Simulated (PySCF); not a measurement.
Stepwise substitution at one centre (Ga Br-SH). All species are isolated molecules in the gas phase. One relaxed conformer stands for each flexible species; it need not be the lowest. Strings in code marks are SMILES.

The four lowest singlet excitations (Tamm–Dancoff). Calculation: B3LYP-D3(BJ)/def2-TZVP (PySCF). B3LYP has the VWN-RPA correlation part, as in Gaussian. Excitations are Tamm–Dancoff values on a coarser integration grid. The basis has no diffuse functions, so Rydberg states are missing or too high.

```tsv
state	energy (eV)	wavelength (nm)	oscillator strength
S1	4.80	258	0.000
S2	5.17	240	0.007
S3	5.33	233	0.000
S4	5.71	217	0.058
```

Q: Say which member gives these states.
(A) `[SH][Ga]([SH])[SH]`
(B) `[Br][Ga]([Br])[Br]`
(C) `[SH][Ga]([SH])[Br]` (H–S–Ga–Br torsion 180°, Br–Ga–S–H torsion 180°)

A: C, `[SH][Ga]([SH])[Br]` (H–S–Ga–Br torsion 180°, Br–Ga–S–H torsion 180°)
